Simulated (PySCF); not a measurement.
**Structure from NMR data**

The spectra below were simulated for a compound C$_{4}$H$_{5}$FO$_{2}$Si.

1H NMR (600 MHz, computed): δ 6.56 (m, 1H), 5.95 (m, 1H), 5.13 (d, 1H), 1.81 (d, 1H), 1.43 (br s, 1H).

13C{1H} NMR (computed): δ 143.2 (CH), 132.0 (CH), 99.3 (CH), 89.2 (C).

How the numbers were obtained: coordinates at the GFN2-xTB level, PBE0/pcSseg-1 with gauge-including orbitals, in PySCF 2.14 (a single conformation, non-relativistic, no solvent).

Shifts are taken against calculated references (same method and geometry level): TMS for 1H (31.72 ppm), 13C (186.93 ppm).

Task: Deduce the structure.

Result: 
- Rings plus π bonds: 3 (no ring in the answer).
- 4 carbon signals for 4 carbons: no two carbons are equivalent.
- Carbon types of the structure: 1 × C, 3 × CH, leaving 2 H on heteroatoms.
- δC 143.2: β carbon of an enol-ether or enamine type C=C.
- δC 132.0: alkene carbon bearing oxygen; as expected for a trigonal carbon in a double bond.
- δC 99.3: terminal alkyne carbon; the triple bond shields along its axis, which puts it between sp3 and sp2 carbons.
- δC 89.2: alkyne carbon; sp carbons lie upfield of alkene carbons because the cylindrical π system leaves one tensor component strongly shielded.
- δH 6.56: hydrogen on a β carbon of an enol-ether or enamine type C=C; olefinic region.
- δH 5.95: hydrogen on an alkene carbon bearing oxygen; a vinylic proton, deshielded by the sp2 carbon and the C=C anisotropy.
- δH 1.81: hydrogen on a terminal alkyne carbon; it lies on the axis of the triple bond, in its shielding cone.

These data were computed for SMILES C#C[Si@@H](O)O/C=C\F.

The shifts were computed for this structure.

The OH or NH signal is concentration- and solvent-dependent in practice; the value given is the gas-phase one. Splittings by 19F in the carbon and heteronuclear signals aren't shown, as no couplings were computed. Shifts are as computed. Against solution values, carbons near 30 ppm lie about +3 ppm off and those near 130 ppm about +5 ppm. Of 1211 compounds with measured shifts, 218 miss one by over three times the rms of a fit or turn the order of signals round; such compounds aren't used in these exercises. No couplings were computed; multiplicities are counted from neighbouring protons, with m where these are inequivalent, close in shift, in a saturated or five-membered ring or joined by F or P, and br s for small geminal =CH2 splittings.
